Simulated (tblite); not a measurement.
Species: C₂H₇F₂Ge₂ (doublet state).
Atom-mapped SMILES: `[F:1][CH2:2][C:3]([GeH3:4])[GeH2:5][F:6]` (hydrogens: H7, H8 on C2; H9, H10, H11 on Ge4; H12, H13 on Ge5)

Computed with GFN2-xTB (tblite), gas phase: L-BFGS steps from a force-field or distance-geometry start until the largest atomic force falls under 0.01 eV/Å.

Step 60: E = -574.8560 eV
```
atom  x, y, z in Å  |  force x, y, z in eV/Å
F1     -1.7866   -0.8721   -1.3364    0.023  -0.035   0.079
C2     -0.5669   -1.2295   -0.7912    0.061  -0.063   0.034
C3     -0.0617   -0.1364    0.0537   -0.017   0.005  -0.053
Ge4    -1.2235    1.3876    0.2201   -0.049   0.002   0.082
Ge5     1.7379   -0.2133    0.7252   -0.050   0.046  -0.049
F6      2.7409   -0.1604   -0.7255    0.040  -0.026   0.041
H7     -0.7232   -2.1634   -0.2217   -0.031   0.094  -0.106
H8      0.1025   -1.4529   -1.6342    0.009  -0.012  -0.020
H9     -0.6293    2.2638    1.2692    0.014   0.098   0.051
H10    -1.3645    2.1635   -1.0473    0.015  -0.049  -0.040
H11    -2.5799    0.9399    0.6525   -0.025  -0.003  -0.001
H12     2.1695    0.9975    1.4994    0.001  -0.027  -0.032
H13     2.1805   -1.5238    1.3184    0.009  -0.030   0.017
```

Step 61: E = -574.8574 eV
```
atom  x, y, z in Å  |  force x, y, z in eV/Å
F1     -1.7857   -0.8626   -1.3229   -0.083  -0.017  -0.012
C2     -0.5649   -1.2287   -0.7908    0.029  -0.006  -0.022
C3     -0.0604   -0.1417    0.0591    0.027   0.056  -0.027
Ge4    -1.2234    1.3832    0.2182   -0.021   0.038   0.144
Ge5     1.7386   -0.2157    0.7271   -0.023   0.037  -0.008
F6      2.7420   -0.1621   -0.7186    0.060  -0.025  -0.012
H7     -0.7288   -2.1610   -0.2308   -0.001  -0.034  -0.022
H8      0.0945   -1.4494   -1.6421    0.038  -0.004  -0.003
H9     -0.6416    2.2729    1.2676    0.014   0.055   0.019
H10    -1.3600    2.1554   -1.0501    0.010  -0.043  -0.066
H11    -2.5793    0.9368    0.6501   -0.043  -0.011  -0.001
H12     2.1735    0.9957    1.4953   -0.003  -0.007  -0.013
H13     2.1911   -1.5224    1.3200   -0.003  -0.038   0.024
```

Step 62: E = -574.8586 eV
```
atom  x, y, z in Å  |  force x, y, z in eV/Å
F1     -1.7758   -0.8446   -1.3443    0.021  -0.046   0.026
C2     -0.5614   -1.2245   -0.7962   -0.035   0.012  -0.060
C3     -0.0593   -0.1419    0.0613    0.004   0.052  -0.037
Ge4    -1.2261    1.3802    0.2249   -0.026   0.061   0.100
Ge5     1.7383   -0.2153    0.7305    0.023   0.014  -0.005
F6      2.7388   -0.1833   -0.7205    0.050  -0.023   0.007
H7     -0.7466   -2.1546   -0.2371    0.023  -0.009  -0.055
H8      0.1090   -1.4491   -1.6403   -0.016  -0.007   0.044
H9     -0.6367    2.2789    1.2645   -0.002   0.039   0.005
H10    -1.3792    2.1437   -1.0511    0.015  -0.067  -0.013
H11    -2.5767    0.9249    0.6695   -0.027   0.002  -0.002
H12     2.1793    1.0051    1.4840   -0.010  -0.027  -0.022
H13     2.1921   -1.5190    1.3370   -0.019   0.001   0.011
```

Question: Estimate the geometry and energy of step 63. (The exact step hangs on the optimiser's Hessian estimate; all steps are aligned on step 62, rigid shifts and turns removed.)

Answer: E = -574.8596 eV, largest force 0.083 eV/Å
```
atom  x, y, z in Å  |  force x, y, z in eV/Å
F1     -1.7750   -0.8472   -1.3469    0.031  -0.038   0.027
C2     -0.5603   -1.2243   -0.7973   -0.042   0.034  -0.063
C3     -0.0592   -0.1395    0.0584   -0.005   0.049  -0.026
Ge4    -1.2274    1.3814    0.2289   -0.016   0.047   0.055
Ge5     1.7372   -0.2144    0.7301    0.025  -0.008  -0.011
F6      2.7394   -0.1856   -0.7199    0.050  -0.022   0.008
H7     -0.7465   -2.1528   -0.2369    0.028  -0.024  -0.044
H8      0.1121   -1.4499   -1.6394   -0.023  -0.008   0.039
H9     -0.6334    2.2805    1.2650   -0.008   0.038   0.010
H10    -1.3797    2.1420   -1.0504    0.011  -0.069   0.006
H11    -2.5777    0.9240    0.6720   -0.024   0.007   0.003
H12     2.1777    1.0064    1.4818   -0.004  -0.021  -0.014
H13     2.1886   -1.5201    1.3368   -0.021   0.015   0.010
```

The energy changes by -0.0010 eV. The first-order estimate −F·Δx gives -0.0012 eV and the mean of the old and new forces, exact on a quadratic surface, -0.0010 eV. The step makes an angle of 60° with the force vector and moves no atom by more than 0.004 Å.

The cost below is that of the whole relaxation. On an Arm Neoverse V1 with one thread, on a shared host, this took 0.83 s wall.
